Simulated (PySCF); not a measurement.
Input of a response calculation (the driver script's job line, then coordinates in Å):

```
{"job": {"kind": "uv", "xc": "PBE0", "basis": "def2-SVPD", "nstates": 6, "ntriplets": 2}, "charge": 0, "multiplicity": 1}
C     -1.890537     0.688099     0.724030
C     -1.433188    -0.337098     0.019357
C     -0.297535    -0.313678    -0.954568
C      0.806723    -1.255118    -0.391155
C      1.294273    -0.782924     0.986372
Ga     1.051993     1.234849     0.731511
C      0.289450     1.086379    -1.159197
H     -2.694762     0.568403     1.432998
H     -1.555291     1.707365     0.567034
H     -1.863027    -1.320524     0.175601
H     -0.644768    -0.744168    -1.902748
H      1.640575    -1.242570    -1.098706
H      0.419969    -2.276836    -0.350791
H      2.307671    -1.144530     1.178237
H      0.654867    -1.188283     1.777453
H      1.357324     2.486816     1.684392
H      1.030565     1.044993    -1.964061
H     -0.483060     1.795143    -1.467417
```

The calculation used PySCF, TDDFT PBE0/def2-SVPD, vertical, gas phase, core orbitals frozen in the response. Job line and output are in the format of a driver script around the code.

Q: Give the output.

A: 
```
coarse grid: 65688 points
cycle   1  E = -2159.0411371646  dE =  1.324e-01  |g| = 6.500e-01  |ddm| = 6.874e+00
cycle   2  E = -2158.9741601852  dE =  6.698e-02  |g| = 8.700e-01  |ddm| = 2.401e+00
cycle   3  E = -2159.1259978451  dE = -1.518e-01  |g| = 6.530e-02  |ddm| = 1.470e+00
cycle   4  E = -2159.1267219004  dE = -7.241e-04  |g| = 4.359e-02  |ddm| = 2.386e-01
cycle   5  E = -2159.1271874243  dE = -4.655e-04  |g| = 8.732e-03  |ddm| = 8.274e-02
cycle   6  E = -2159.1272059567  dE = -1.853e-05  |g| = 2.925e-03  |ddm| = 2.202e-02
cycle   7  E = -2159.1272080812  dE = -2.124e-06  |g| = 3.452e-04  |ddm| = 6.052e-03
final grid: 139632 points
cycle   8  E = -2159.1272251756  dE = -1.568e-07  |g| = 4.154e-04  |ddm| = 1.711e-02
cycle   9  E = -2159.1272251460  dE =  2.960e-08  |g| = 5.536e-04  |ddm| = 1.986e-03
cycle  10  E = -2159.1272252134  dE = -6.742e-08  |g| = 6.395e-05  |ddm| = 9.205e-04
cycle  11  E = -2159.1272252145  dE = -1.093e-09  |g| = 1.581e-05  |ddm| = 1.539e-04
cycle  12  E = -2159.1272252145  dE = -4.729e-11  |g| = 6.785e-06  |ddm| = 4.600e-05
converged SCF energy = -2159.1272252145

Static polarisability (au): isotropic 97.502, principal 87.719 95.051 109.737

Singlet excitations
state   eV       nm        f      main configurations
  1   4.5638    271.7   0.00014   H->L 0.99
  2   5.3164    233.2   0.00037   H-1->L 0.95
  3   5.8205    213.0   0.00050   H->L+1 0.99
  4   5.9462    208.5   0.03543   H-2->L 0.93
  5   6.4088    193.5   0.01250   H->L+2 0.97
  6   6.6553    186.3   0.01479   H-1->L+1 0.83

Triplet excitations (Tamm-Dancoff, eV): 4.2837 4.4781
```

The structure is a single GFN2-xTB conformer in the gas phase; no vibrational or solvent corrections. The PBE0/def2-SVPD calculation is non-relativistic and has no spin–orbit coupling, an omission that weighs most on gallium.

The SCF starts on a coarse grid; the energy jumps when the final grid takes over, and dE counts afresh there. H and L stand for HOMO and LUMO.
